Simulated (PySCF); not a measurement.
**`C[C@H]1O[S@](=O)O[C@H]1F`, C$_{3}$H$_{5}$FO$_{3}$S**

Molfile (atoms numbered from 1):
```
C3H5FO3S
     RDKit          3D

 13 13  0  0  0  0  0  0  0  0999 V2000
    1.6695    0.1557   -0.0768 C   0  0  0  0  0  0  0  0  0  0  0  0
    0.1967    0.2299    0.2991 C   0  0  1  0  0  0  0  0  0  0  0  0
   -0.4468    1.3207   -0.3064 O   0  0  0  0  0  0  0  0  0  0  0  0
   -1.6741    0.8899   -1.3510 S   0  0  0  0  0  4  0  0  0  0  0  0
   -2.8163    1.6832   -1.0653 O   0  0  0  0  0  0  0  0  0  0  0  0
   -1.8400   -0.6108   -0.5331 O   0  0  0  0  0  0  0  0  0  0  0  0
   -0.6107   -1.0212   -0.1450 C   0  0  1  0  0  0  0  0  0  0  0  0
    0.0299   -1.6175   -1.2194 F   0  0  0  0  0  0  0  0  0  0  0  0
    1.7826    0.0688   -1.1540 H   0  0  0  0  0  0  0  0  0  0  0  0
    2.1260   -0.7082    0.3979 H   0  0  0  0  0  0  0  0  0  0  0  0
    2.1701    1.0593    0.2587 H   0  0  0  0  0  0  0  0  0  0  0  0
    0.0911    0.3447    1.3870 H   0  0  0  0  0  0  0  0  0  0  0  0
   -0.6823   -1.7940    0.6293 H   0  0  0  0  0  0  0  0  0  0  0  0
  1  2  1  0
  2  3  1  0
  4  3  1  1
  4  5  2  0
  4  6  1  0
  6  7  1  0
  7  8  1  0
  7  2  1  0
  1  9  1  0
  1 10  1  0
  1 11  1  0
  2 12  1  1
  7 13  1  1
M  END
```

Method: TDDFT B3LYP/def2-SVPD circular dichroism and optical rotation, one conformer, gas phase (PySCF). Geometry: GFN2-xTB.

States above about 8.1 eV (minus the energy of the highest occupied orbital) lie near or above the ionisation threshold and depend on the basis.

(1) Draw the ECD and absorption spectra from the lowest 16 states, each a Gaussian of half-width 0.3 eV at 1/e height.

## Answers

(1) 
| E (eV) | λ (nm) | Δε (L mol⁻¹ cm⁻¹) | ε (L mol⁻¹ cm⁻¹) |
| --- | --- | --- | --- |
| 5.33 | 233 | -0.56 | 89.7 |
| 5.48 | 226 | -2.32 | 370 |
| 5.63 | 220 | -5.79 | 925 |
| 5.78 | 214 | -8.79 | 1400 |
| 5.93 | 209 | -8.08 | 1290 |
| 6.08 | 204 | -4.51 | 722 |
| 6.23 | 199 | -1.51 | 258 |
| 6.38 | 194 | -0.25 | 101 |
| 6.53 | 190 | +0.06 | 126 |
| 6.68 | 186 | -0.14 | 216 |
| 6.83 | 181 | -1.26 | 437 |
| 6.98 | 178 | -3.68 | 1060 |
| 7.13 | 174 | -6.12 | 2280 |
| 7.28 | 170 | -5.74 | 3650 |
| 7.43 | 167 | -0.90 | 4130 |
| 7.58 | 164 | +7.69 | 3530 |
| 7.73 | 160 | +15.96 | 2980 |
| 7.88 | 157 | +16.57 | 3170 |
| 8.03 | 154 | +8.79 | 4030 |
| 8.18 | 152 | +1.39 | 5460 |
| 8.33 | 149 | -0.67 | 6660 |
| 8.48 | 146 | -0.52 | 6710 |
| 8.63 | 144 | -1.95 | 5580 |

Δε uses R in velocity form, ε uses f in length form. Only the states computed contribute, so the short-wavelength end is incomplete.

The sign of the CD band at 146 nm isn't settled: the length form gives the opposite one.
